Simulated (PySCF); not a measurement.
Radial density of S(3+) (sulfur, charge +3)

M06-2X, [Ne] 3s2 3p1, 2P determinant. Calculation: PySCF 2.14, in cc-pV(D+d)Z; the non-relativistic Hamiltonian (point nucleus).

| r (bohr) | 4πr²ρ (e/bohr) | 4πr²(ρα − ρβ) |
| --- | --- | --- |
| 0.00136 | 0.05949 | 0.0000 |
| 0.00229 | 0.1639 | 0.0000 |
| 0.00385 | 0.4400 | 0.0000 |
| 0.00648 | 1.146 | 0.0001 |
| 0.0109 | 2.814 | 0.0003 |
| 0.0183 | 6.287 | 0.0007 |
| 0.0308 | 11.96 | 0.0019 |
| 0.0518 | 17.49 | 0.0067 |
| 0.0872 | 17.12 | 0.0262 |
| 0.147 | 12.16 | 0.0865 |
| 0.247 | 15.02 | 0.1597 |
| 0.415 | 16.41 | 0.0771 |
| 0.698 | 5.744 | 0.0525 |
| 1.17 | 2.454 | 0.6177 |
| 1.97 | 1.360 | 0.5007 |
| 3.32 | 0.06752 | 0.0296 |
| 5.59 | 0.0004993 | 0.0004 |
